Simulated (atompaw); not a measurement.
Reading a pseudo-wave (Pr (Z = 59))

Columns: radius, all-electron u(r) and pseudo u(r) of the 4f shell (level -2.62 eV) of praseodymium in the configuration [Kr] 4d10 4f3 5s2 5p6 5d0 6s1.75 6p0; PBEsol, scalar-relativistic, PAW (atompaw) scheme, atompaw 4.2.0.5.

```csv
r (bohr),all-electron,pseudo
0.115,0.0637,0.0004
0.231,0.3183,0.0067
0.346,0.5973,0.0306
0.462,0.7953,0.0854
0.577,0.8952,0.1759
0.692,0.9222,0.2963
0.808,0.9037,0.4301
0.923,0.8608,0.5505
1.038,0.8067,0.6364
1.154,0.7483,0.6760
1.269,0.6908,0.6702
1.385,0.6353,0.6330
1.500,0.5835,0.5837
1.615,0.5354,0.5354
1.731,0.4907,0.4907
1.846,0.4502,0.4502
1.962,0.4129,0.4129
2.077,0.3793,0.3793
2.192,0.3487,0.3487
2.308,0.3208,0.3208
2.423,0.2956,0.2956
2.538,0.2729,0.2729
2.654,0.2521,0.2521
2.769,0.2334,0.2334
2.885,0.2163,0.2163
3.000,0.2009,0.2009
```

Task: How many radial nodes do the two functions have?

Result: The all-electron 4f function has n − l − 1 = 0; the pseudo-wave has 0.

Task: At about which radius was the pseudo-wave matched?

Result: 1.60 bohr, where the columns begin to agree (steps of 0.12 bohr).

Task: Is the pseudo-wave norm-conserving?

Result: No, it belongs to a PAW set: the norm inside the radius is not constrained, and the difference is carried by the augmentation charge.
